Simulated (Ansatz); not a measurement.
Molecule: tribromoborane, BBr₃, charge 0, multiplicity 1. SMILES: BrB(Br)Br
Geometry: optimised at B3LYP-D3(BJ)/def2-TZVP (Ansatz, a program for electronic structure).

Computed values are from Ansatz. Correlated levels leave the core frozen unless marked. UHF or UKS for open shells. Spin-orbit coupling is left out. The frozen core is the preceding noble-gas configuration, with the filled d and f shells of earlier blocks. No relativistic terms. Basis-set limits of correlation are two-point, X^-3; Hartree-Fock from the larger set. [CCSD(T)-MP2]/basis is that difference in the basis named.

**Question.** What is the atomisation energy De at CCSD(T)/CBS(aug-cc-pVTZ,aug-cc-pVQZ)?

**Answer.** 274.8 kcal/mol.

**Question.** What is the T1 diagnostic at CCSD/aug-cc-pVQZ?

**Answer.** 0.013.

**Question.** What is the vertical electron affinity (to the doublet; negative means unbound) at RI-MP2/CBS(aug-cc-pVTZ,aug-cc-pVQZ)+[CCSD(T)-MP2]/aug-cc-pVTZ?

**Answer.** 0.46 eV.

**Question.** What is the dipole moment at CCSD(T)/aug-cc-pVDZ?

**Answer.** 0.00 D.

**Question.** What is the total energy at CCSD(T)/CBS(aug-cc-pVTZ,aug-cc-pVQZ)?

**Answer.** -7742.9415 Eh.
